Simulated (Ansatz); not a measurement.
CH6NOSb can be A, `NC[O][SbH2]`, or B, `[CH3][Sb]([NH2])[OH]`.

Gas-phase electronic energies from Ansatz, PBE0-D4/def2-TZVP geometries. CCSD(T)/CBS adds triple-zeta CCSD(T) − MP2 to the extrapolated MP2 energy (def2 sets, frozen cores). Functionals use def2-TZVPP. B3LYP here is the variant with VWN-RPA as its local correlation; programs differ in this. def2 core potentials past Kr. For Sb outer-core shells are correlated without core-valence functions, which leaves a few kJ/mol of doubt a bond. Each species was taken in one conformer, which may not be the lowest.

A:

Z-matrix (Å, degrees):
```
C
O 1 1.392
N 1 1.447 2 110.1
H 1 1.098 2 106.4 3 -123.4
H 1 1.101 2 111.9 3 118.8
Sb 2 1.996 1 112.6 3 -40.8
H 3 1.012 1 112.4 2 -81.0
H 3 1.010 1 113.1 2 154.5
H 6 1.717 2 97.4 1 95.0
H 6 1.718 2 88.4 1 -174.7
```

B:

```xyz
10

C     0.2227   -1.4691   -0.2112
Sb   -0.5748    0.1374    0.9491
N     0.8074    1.5095    0.4427
O    -1.8405    0.5089   -0.5173
H     0.3665   -1.1031   -1.2292
H     1.1726   -1.8044    0.2072
H    -0.4816   -2.3013   -0.2276
H     1.4555    1.2870   -0.2991
H     1.2790    1.9771    1.2017
H    -2.4068    1.2581   -0.3163
```

(1) Which is lower in electronic energy at CCSD(T)/CBS, and by how much? (An estimate is asked.)

(2) Give E(B) − E(A) in kcal/mol with B3LYP-D4, CCSD(T)/def2-TZVPP, LDA (SPW92), ωB97M-V, HF/def2-TZVPP, PBE0-D4, PBE-D4. (Best estimate.)

(3) Does the order hold for the free energy at 298.15 K (harmonic terms from PBE0-D4)? (Best estimate.)

Largest T1 diagnostic: 0.014.

Results:

(1) The calculation gave: B, by 33.7 kcal/mol.

(2) Computed: B3LYP-D4 -29.2, CCSD(T)/def2-TZVPP -30.4, LDA (SPW92) -24.8, ωB97M-V -29.9, HF/def2-TZVPP -27.3, PBE0-D4 -28.5, PBE-D4 -28.6. None reverses the order clearly.

(3) The calculation gave: Yes: G(B) − G(A) = -33.9 kcal/mol, for one conformer each.

From BLYP to BHLYP (50 % exact exchange), in def2-TZVPP and without D4, E(B) − E(A) moves by +1.0 kcal/mol. In def2-TZVPP, CCSD(T) changes the Hartree–Fock value by −3.1 kcal/mol (the triples alone add −0.4 kcal/mol) and MP2 by −6.8 kcal/mol.
